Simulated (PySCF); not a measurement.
This PySCF input asks for the NMR shieldings of `C=C[C@@H]1C[Si@@H]1S`, C4H8SSi; the geometry comes from GFN2-xTB.

```python
import basis_set_exchange as bse
import numpy as np
from pyscf import gto, dft
from pyscf.prop import nmr

atoms = """
C     1.078552    0.844085   -1.268068
C     0.558742    1.234472   -0.107869
C     0.035712    0.370532    0.946749
C     0.406554   -1.127089    1.014630
Si   -1.389812   -0.845186    0.563753
S    -1.978813   -0.942895   -1.488116
H     1.235839   -0.191851   -1.517748
H     1.416606    1.558478   -1.998586
H     0.449499    2.295203    0.084165
H    -0.006545    0.860541    1.911502
H     1.119851   -1.467507    0.276889
H     0.668071   -1.479361    2.002329
H    -2.501980   -1.074735    1.452799
H    -1.092955   -0.035159   -1.894594
"""
names = dict.fromkeys(["C", "Si", "S", "H"], "pcSseg-1")
basis = {el: gto.basis.parse(bse.get_basis(n, elements=[el], fmt="nwchem")) for el, n in names.items()}
mol = gto.M(atom=atoms, basis=basis, charge=0, verbose=0)
mf = dft.RKS(mol, xc="PBE0")
mf.grids.level = 2
mf.grids.alignment = dft.numint.BLKSIZE   # the property module wants whole blocks of grid points
mf.conv_tol = 1e-9
mf.kernel()

calc = nmr.RKS(mf)   # GIAO
C = mf.mo_coeff
Co = C[:, mf.mo_occ > 0]
resp = mf.gen_response(singlet=True, hermi=2)
def vind(x):   # induced exchange potential for any number of trial vectors
    d = np.einsum("pi,xij,qj->xpq", C, 2 * x.reshape(-1, C.shape[1], Co.shape[1]), Co, optimize=True)
    return np.einsum("xpq,pi,qj->xij", resp(d - d.transpose(0, 2, 1)), C, Co, optimize=True).ravel()
mo1, _ = nmr.rhf.solve_mo1(calc, with_cphf=vind)
sigma = calc.kernel(mo1)
for i, s in enumerate(sigma):   # ppm
    print("%2d %-2s %9.2f" % (i, mol.atom_pure_symbol(i), np.trace(s) / 3))
```

Question: What does it print?

Answer: 
```
 0 C      73.96
 1 C      38.52
 2 C     168.31
 3 C     177.26
 4 Si    429.76
 5 S     829.92
 6 H      27.39
 7 H      26.28
 8 H      24.92
 9 H      29.49
10 H      31.01
11 H      30.76
12 H      27.54
13 H      30.73
```

These numbers come from an equivalent density-fitted implementation of the same equations, which agrees with the script to about 0.01 ppm for H and up to a few tenths of a ppm for heavy atoms, so last digits may differ.

Question: Turn these shieldings into chemical shifts. References, each an isolated molecule treated in the same way: $^{13}$C (σref 186.93) and $^{29}$Si (σref 349.16) and $^{1}$H (σref 31.72) against TMS; CS2 for $^{33}$S (σref 503.73).

Answer: Averaging equivalent atoms: C 1: 148.4; C 0: 113.0; C 2: 18.6; C 3: 9.7; Si 4: -80.6; S 5: -326; H 8: 6.80; H 7: 5.43; H 6: 4.32; H 12: 4.18; H 9: 2.22; H 13: 0.99; H 11: 0.95; H 10: 0.71 ppm. 

Size and cost of the density-fitted run: 156 basis functions, 18 s wall time on 1 thread of an Arm Neoverse V2, shared host; peak memory 0.73 GiB.
